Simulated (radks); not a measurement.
Results of a calculation; reference values are marked as such.
Gd+, 63 electrons, occupied as [Xe] 4f7 5d1 6s1. Level of theory: scalar-relativistic Kohn-Sham, LDA (Slater exchange, VWN5 correlation), spin-polarised, spherical densities, finite nucleus; open shells are filled with parallel spins first (spin-orbit coupling, left out, can overturn this in heavy ions); Fermi nuclear charge, rms radius 5.1569 fm (a radial shooting solver on a logarithmic mesh with Libxc functionals).

Normalised radial functions P(r) = r R(r), r in bohr:

r,6s down
0.003623,0.0372
0.00491,0.0441
0.006707,0.0503
0.00909,0.0536
0.01232,0.0515
0.0167,0.0405
0.02263,0.0176
0.03091,-0.0185
0.0419,-0.0582
0.05678,-0.0842
0.07695,-0.0705
0.1051,-0.0010
0.1425,0.0899
0.1931,0.1207
0.2617,0.0252
0.3547,-0.1330
0.4845,-0.1644
0.6567,0.0231
0.89,0.2505
1.206,0.2569
1.648,-0.0289
2.233,-0.3931
3.027,-0.5886
4.102,-0.5253
5.559,-0.3037
7.595,-0.1022
10.29,-0.0186

6s down (empty): eigenvalue -8.603 eV, 5 radial nodes at r = 0.0267, 0.105, 0.275, 0.639, 1.61 bohr, <r> = 3.73 bohr, 90 % of the charge inside 5.44 bohr.
